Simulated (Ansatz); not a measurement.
Relaxation of BClGaH$_{3}$ (6 atoms, charge 0, multiplicity 1), to a largest force component of 0.02 eV/Å in at most 50 steps.

Computed with Ansatz 0.2.0, RKS BHLYP-D4/def2-SVP.

```xyz
6
Properties=species:S:1:pos:R:3
B -0.877 0.348 -0.730
Ga 0.592 -0.039 0.712
Cl 1.767 -1.742 0.299
H -1.926 -0.164 -0.667
H -0.614 0.947 -1.700
H -0.800 1.081 0.179
```

Problem. Where does it end, and by what steps?

Solution. The forces met the threshold. After 10 steps the energy has fallen by 2.632 eV; Ga2 moved furthest, 0.86 Å. Parted: Ga2–H6.

```tsv
step	energy less start (eV)	largest force component (eV/Å)	accepted
0	0.0000	2.382	yes
1	-1.2845	1.585	yes
2	-2.0168	0.989	yes
3	-2.3647	0.515	yes
4	-2.5535	0.503	yes
5	-2.6044	0.226	yes
6	-2.6083	0.254	yes
7	-2.6278	0.078	yes
8	-2.6311	0.093	yes
9	-2.6318	0.055	yes
10	-2.6323	0.005	yes
```

```xyz
6
Properties=species:S:1:pos:R:3
B -1.046 0.639 -0.624
Ga 0.568 -0.597 0.058
Cl 2.191 -1.858 0.718
H -1.927 -0.185 -0.627
H -0.590 0.971 -1.691
H -1.055 1.462 0.258
```

Time of the run: 36 s on 1 thread of Arm Neoverse V1, on a shared host, peak memory 0.16 GiB.
